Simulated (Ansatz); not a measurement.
The same ligand exchange along the group F, Cl, Br.

Calculated with Ansatz (gas phase, PBE0-D4/def2-TZVP geometries, no zero-point term in ΔE). CBS: MP2 limit from def2 TZ/QZ plus the TZ coupled-cluster correction, frozen cores. This one scheme is used for every species. Functionals use def2-TZVPP. Elements past krypton have def2 core potentials. For Br, Sn outer-core shells are correlated without core-valence functions, which leaves a few kJ/mol of doubt a bond. Scalar relativity is left out up to krypton. One conformer a species, not always the lowest.

```
                                           reaction  B2PLYP (eV)  PBE-D4 (eV)
 `[NH2][SnH2][F]` + CH₃OH → `C[O][SnH2][NH2]` + H–F         0.53         0.51
`[NH2][SnH2][Cl]` + CH₃OH → `C[O][SnH2][NH2]` + HCl         0.83         0.84
`[NH2][SnH2][Br]` + CH₃OH → `C[O][SnH2][NH2]` + HBr         0.87         0.87
```

(1) Give the CCSD(T)/CBS values in the same order. (Best estimate.)

Largest T1 diagnostic: 0.013, for `[NH2][SnH2][F]`.

## Answers

(1) Computed: 0.42, 0.79, 0.87 eV.
